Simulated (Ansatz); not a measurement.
System: sum formula Si₂H₅F (charge 0, singlet). SMILES: F[SiH2][SiH3]
Geometry: optimised at B3LYP-D3(BJ)/def2-TZVP (Ansatz, a program for electronic structure).

Wanted: vertical triplet-singlet gap (E(triplet) - E(singlet); each state is the SCF solution reached for its spin), in eV. Valence correlation only, unless marked. UHF or UKS for open shells. Spin-orbit coupling is left out. Non-relativistic. CBS marks a two-point X^-3 extrapolation of the correlation energy; Hartree-Fock from the larger set. [CCSD(T)-MP2]/basis is that difference in the basis named.

| level | program | vertical triplet-singlet gap (eV) |
|---|---|---|
| SVWN5/def2-TZVPD | Ansatz | ___ |
| r2SCAN/def2-TZVPD | Ansatz | ___ |
| B3LYP/def2-TZVPD | Ansatz | 5.57 |
| BHLYP/def2-TZVPD | Ansatz | ___ |
| CAM-B3LYP/def2-TZVPD | Ansatz | 5.72 |
| wB97M-V/def2-TZVPD | Ansatz | 5.82 |
| wB97X-V/def2-TZVPD | Ansatz | 5.85 |
| SCS-MP2/aug-cc-pV(D+d)Z | Ansatz | 6.08 |
| SCS-MP2/aug-cc-pV(T+d)Z | Ansatz | 6.05 |
| CCSD/aug-cc-pV(D+d)Z | Ansatz | 5.92 |
| RI-MP2/CBS(aug-cc-pV(T+d)Z,aug-cc-pV(Q+d)Z)+[CCSD(T)-MP2]/aug-cc-pV(T+d)Z | Ansatz | 5.85 |

Q: What belongs in the gaps?

A: 
- SVWN5/def2-TZVPD, vertical triplet-singlet gap (eV): 5.25
- r2SCAN/def2-TZVPD, vertical triplet-singlet gap (eV): 5.34
- BHLYP/def2-TZVPD, vertical triplet-singlet gap (eV): 5.84
